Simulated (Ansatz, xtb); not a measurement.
# A geometry optimisation of CuH5Si2 with r2SCAN-D4/def2-SVP

The starting geometry of this gas-phase singlet has its atoms placed at random.

| atom | x (Å) | y (Å) | z (Å) |
| --- | --- | --- | --- |
| Cu | -0.0871 | -1.0675 | 0.0444 |
| Si | -2.1370 | -0.5815 | 0.8040 |
| Si | 1.1617 | 1.2145 | -1.0469 |
| H | -0.5580 | -0.6599 | -1.8585 |
| H | -1.5443 | -0.2497 | -0.3783 |
| H | -0.5377 | 1.1970 | -0.9510 |
| H | 1.1904 | -0.3566 | -0.8289 |
| H | 0.0603 | -0.8683 | 2.1140 |

One run relaxed it with r2SCAN-D4/def2-SVP. What is a likely outcome?

It ends as a structure with H4 bridging Cu1 and Si3, H5 bridging Cu1 and Si2, H6 bridging Si2 and Si3, H7 bridging Cu1 and Si3, H8 bridging Cu1 and Si2, given below by its coordinates. Distances that change by over a tenth: Cu1–H5 (1.72 → 1.90 Å), Cu1–H7 (1.70 → 1.90 Å), Si2–H5 (1.36 → 1.58 Å). Contacts that close: Cu1–Si3 (2.82 → 2.33 Å), Cu1–H8 (2.08 → 1.83 Å), Si2–H6 (2.97 → 1.76 Å), Si2–H8 (2.57 → 1.59 Å), Si3–H4 (2.67 → 1.60 Å).

The energy falls by 5.94 eV over 18 steps:

```json
{"step": "1", "E − E(last) (eV)": "5.937"}
{"step": "3", "E − E(last) (eV)": "3.781"}
{"step": "5", "E − E(last) (eV)": "2.008"}
{"step": "7", "E − E(last) (eV)": "0.752"}
{"step": "9", "E − E(last) (eV)": "0.412"}
{"step": "10", "E − E(last) (eV)": "0.355"}
{"step": "12", "E − E(last) (eV)": "0.230"}
{"step": "14", "E − E(last) (eV)": "0.050"}
{"step": "16", "E − E(last) (eV)": "0.002"}
{"step": "18", "E − E(last) (eV)": "0.000"}
```

Final geometry (Å):

```yaml
atoms:
  - { symbol: Cu, position_ang: [-0.1671, -1.0799, -0.3883] }
  - { symbol: Si, position_ang: [-1.5802, 0.1572, 0.9932] }
  - { symbol: Si, position_ang: [0.7615, 0.8381, -1.3339] }
  - { symbol: H, position_ang: [-0.0186, -0.3476, -2.0618] }
  - { symbol: H, position_ang: [-2.0377, -0.8248, -0.1601] }
  - { symbol: H, position_ang: [-0.4889, 1.0107, -0.1003] }
  - { symbol: H, position_ang: [1.5346, -0.2326, -0.4624] }
  - { symbol: H, position_ang: [-0.4555, -0.8930, 1.4126] }
```

From the same start GFN2-xTB ends elsewhere, in pieces: CuH3Si + H2Si.

From so rough a start the end depends on the optimiser's path, so another program may land elsewhere. No frequencies were run, so the end isn't proven a minimum. Run with Ansatz 0.2.0, 62 s on 1 thread of Intel(R) Xeon(R) Platinum 8375C CPU @ 2.90GHz (Ice Lake), on a shared host.
